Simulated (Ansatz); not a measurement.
Geometry optimisation, Ansatz 0.2.0, RKS PBE/6-31G*.

The input (input.yaml):

```yaml
crystal:
  periodic: [false, false, false]
  atoms:
    - { symbol: Al, position_ang: [-0.00869, 0.258397, -0.030449] }
    - { symbol: Cl, position_ang: [-0.011645, 0.43018, 2.16025] }
    - { symbol: Cl, position_ang: [1.806624, 0.299959, -1.065724] }
    - { symbol: Cl, position_ang: [-1.824495, 0.275224, -1.068314] }
    - { symbol: F, position_ang: [0.082994, -2.445648, 0.933292] }
    - { symbol: H, position_ang: [0.100512, -2.114313, 1.811744] }
basis:
  gaussian: { orbitals: "6-31G*" }
hamiltonian:
  xc: pbe
relax:
  f_tol: 0.03
  max_steps: 50
```

Run as:

```bash
$ ansatz run input.yaml --threads 2 --pin off --max-ram 3072MiB --backend cpu --events-out ev --progress --plain --runs-dir out
```

Q: Where does it end, and by what steps?

A: The forces met the threshold. After 9 steps the energy has fallen by 0.585 eV; F5 moved furthest, 0.51 Å. Joined: Al1–F5 (2.87 → 1.98 Å).

```
step  energy less start (eV)  largest force component (eV/Å)  accepted
   0                  0.0000                           1.087       yes
   1                 -0.2149                           0.700       yes
   2                 -0.4590                           1.217       yes
   3                 -0.5062                           1.112       yes
   4                 -0.5565                           0.408       yes
   5                 -0.5808                           0.135       yes
   6                 -0.5830                           0.099       yes
   7                 -0.5850                           0.099       yes
   8                 -0.5853                           0.036       yes
   9                 -0.5854                           0.006       yes
```

```xyz
6
Properties=species:S:1:pos:R:3
Al 0.014 -0.120 0.087
Cl 0.013 0.335 2.210
Cl 1.829 0.170 -0.933
Cl -1.821 0.090 -0.919
F 0.057 -2.013 0.671
H 0.053 -1.759 1.625
```

Whether the end is a true minimum wasn't checked by a vibrational analysis.

Run time: 14 s on 2 threads of Intel(R) Xeon(R) Platinum 8488C (Sapphire Rapids) (shared host), peak memory 0.15 GiB.
